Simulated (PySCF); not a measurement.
revPBE single point of doublet SeH₅ at its PBE0 minimum.

An equivalent PySCF input for this run (the driver started from the density of an earlier step):

```python
from pyscf import gto, scf, dft
mol = gto.M(atom='''
Se    -0.000000     0.000000    -0.020178
H      0.000000    -0.000000     1.452978
H      1.626445    -0.000000     0.036760
H      0.000000     1.626445     0.036760
H     -1.626445     0.000000     0.036760
H     -0.000000    -1.626445     0.036760''',
    basis={'Se': 'def2-TZVP', 'H': 'def2-TZVP'},
    charge=0, spin=1)
mf = dft.UKS(mol, xc='PBE_R,PBE')
mf.grids.atom_grid = (75, 302)
aux = {'Se': 'def2-universal-JKFIT', 'H': 'def2-universal-JKFIT'}
mf = mf.density_fit(auxbasis=aux)
mf.conv_tol = 1e-08
mf.diis_space = 10
mf.max_cycle = 60
mf.verbose = 4
mf.kernel()
```

Excerpt of the output:

```
init E= -2404.1405162164
cycle= 1 E= -2404.1423084799  delta_E= -0.00179  |g|= 0.0364  |ddm|= 0.085
cycle= 2 E= -2404.14224589256  delta_E= 6.26e-05  |g|= 0.0375  |ddm|= 0.0313
cycle= 3 E= -2404.14246892227  delta_E= -0.000223  |g|= 0.00418  |ddm|= 0.0257
cycle= 4 E= -2404.14247931592  delta_E= -1.04e-05  |g|= 0.000543  |ddm|= 0.0068
cycle= 5 E= -2404.14247951812  delta_E= -2.02e-07  |g|= 0.000191  |ddm|= 0.00101
cycle= 6 E= -2404.14247954322  delta_E= -2.51e-08  |g|= 3.26e-05  |ddm|= 0.000237
cycle= 7 E= -2404.14247954398  delta_E= -7.59e-10  |g|= 5.1e-06  |ddm|= 5.56e-05
Extra cycle  E= -2404.14247954399  delta_E= -1.46e-11  |g|= 3.82e-06  |ddm|= 1.74e-05
converged SCF energy = -2404.14247954399  <S^2> = 0.75277878  2S+1 = 2.0027769
```

This run, together with those of the ionised and electron-attached species (not shown), took 4.5 s on 2 threads of a shared Arm Neoverse V2 host, with 78 basis functions; the process peaked at 1.1 GiB. Launch command: `OMP_NUM_THREADS=2 python axn.py task.json out`.
